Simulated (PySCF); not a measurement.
`InChI=1S/C5H13AsSi/c1-4(7-6)5-2-3-5/h4-5H,2-3,6-7H2,1H3/t4-/m0/s1`

Geometry (Å), atoms numbered from 1 in this order:
```xyz
20

C    -0.3222    0.4038    1.9590
C    -0.1423   -0.4033    0.6768
Si    1.7172   -0.6391    0.2772
As    2.5956    1.4858   -0.0820
C    -0.8120    0.2974   -0.4795
C    -2.2680    0.0878   -0.7665
C    -1.2299   -0.4798   -1.6889
H     0.1713    1.3756    1.8697
H     0.1090   -0.1236    2.8076
H    -1.3775    0.5819    2.1630
H    -0.6191   -1.3775    0.8130
H     1.8233   -1.5826   -0.8492
H     2.3539   -1.2968    1.4335
H     3.9667    0.9471   -0.3425
H     2.3102    1.4351   -1.5530
H    -0.4232    1.3011   -0.6518
H    -2.8582    0.9241   -1.1098
H    -2.8146   -0.5979   -0.1362
H    -1.1108   -0.0344   -2.6650
H    -1.0745   -1.5484   -1.6783
```

Method: GIAO HF/pcSseg-1 magnetisability, rotational g tensor and spin-rotation constants, non-relativistic, gas phase (PySCF). Geometry: GFN2-xTB.

The calculation is non-relativistic, which matters for the atoms heavier than Zn.

Task: Give the nuclear spin-rotation constants along the inertial axes (H = +C I·J) beside the isotropic shieldings.

Result: Rotational constants 2.2900, 0.7396, 0.6923 GHz. A star marks the isotopologue with that one atom substituted, in its own axes.
| atom | isotope | Caa (kHz) | Cbb (kHz) | Ccc (kHz) | mean (kHz) | σ (ppm) |
| --- | --- | --- | --- | --- | --- | --- |
| As4 | 75As | 1.676 | 0.576 | 0.604 | 0.952 | 2117.7 |
| H8 | 1H | -0.111 | -0.068 | -0.039 | -0.073 | 30.7 |
| H9 | 1H | -0.234 | -0.002 | -0.069 | -0.102 | 31.1 |
| H10 | 1H | -0.042 | -0.081 | -0.046 | -0.057 | 30.7 |
| H11 | 1H | -0.091 | -0.080 | -0.058 | -0.076 | 32.4 |
| H12 | 1H | -0.199 | -0.042 | 0.001 | -0.080 | 27.8 |
| H13 | 1H | -0.183 | 0.012 | -0.059 | -0.077 | 28.2 |
| H14 | 1H | -0.100 | -0.087 | -0.038 | -0.075 | 30.7 |
| H15 | 1H | -0.241 | -0.004 | -0.070 | -0.105 | 30.5 |
| H16 | 1H | -0.143 | -0.071 | -0.048 | -0.087 | 32.2 |
| H17 | 1H | -0.220 | -0.060 | -0.028 | -0.102 | 31.7 |
| H18 | 1H | -0.121 | -0.041 | -0.081 | -0.081 | 32.1 |
| H19 | 1H | -0.250 | 0.000 | -0.075 | -0.109 | 31.7 |
| H20 | 1H | -0.247 | -0.077 | -0.010 | -0.111 | 32.1 |
| C1 | 13C* | 0.319 | 0.090 | 0.090 | 0.166 | 175.7 |
| C2 | 13C* | 0.324 | 0.090 | 0.098 | 0.170 | 173.3 |
| Si3 | 29Si* | -1.171 | -0.421 | -0.379 | -0.657 | 424.0 |
| C5 | 13C* | 0.395 | 0.060 | 0.077 | 0.177 | 181.6 |
| C6 | 13C* | 0.316 | 0.051 | 0.086 | 0.151 | 188.5 |
| C7 | 13C* | 0.258 | 0.065 | 0.086 | 0.137 | 189.9 |

For the geometry as given, no vibrational averaging.

Task: How do the rotational constants and the g tensor change when H8, H9, H10, H11, H12, H13, H14, H15, H16, H17, H18, H19, H20 are replaced by deuterium?

Result: Constants 1.8428, 0.6575, 0.6113 GHz; g -0.0060, -0.0001, -0.0012, against -0.0074, 0.0001, -0.0015 before.
